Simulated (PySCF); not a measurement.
Species: C5H13AlN2Si2.
SMILES: `[SiH3][N]([SiH3])[AlH2-][n+]1ccccc1`

Jobs on this species (23 atoms, 98 electrons) with PySCF (density fitting). Hardware of each: an x86-64 server with one thread, on a shared host. Times come from a shared host and carry two figures at best.

```csv
level and settings,work,basis functions,SCF cycles,wall time
CAM-B3LYP/def2-SVPD,"10 singlets by full TDDFT, 4 Tamm–Dancoff triplets, polarisability, ΔSCF ions",316,?,?
"PBE0-D3(BJ)/def2-SVP, grid level 1",geometry optimisation from a GFN2-xTB start,217,54,2.5 min
CAM-B3LYP/pcSseg-1,"shieldings, ring-centre shieldings",256,13,65 s
PBE0/pcSseg-1,"shieldings, ring-centre shieldings, charges and field gradients",256,14,48 s
```

Problem. Fill in the missing figures.

Solution. 
- CAM-B3LYP/def2-SVPD; 10 singlets by full TDDFT, 4 Tamm–Dancoff triplets, polarisability, ΔSCF ions: 4.2 min, 13 SCF cycles

Problem. What do all jobs in the table cost together?

Solution. About 8.6 min; the longest takes about 49 % of that, and about 5.2 times as long as the shortest.
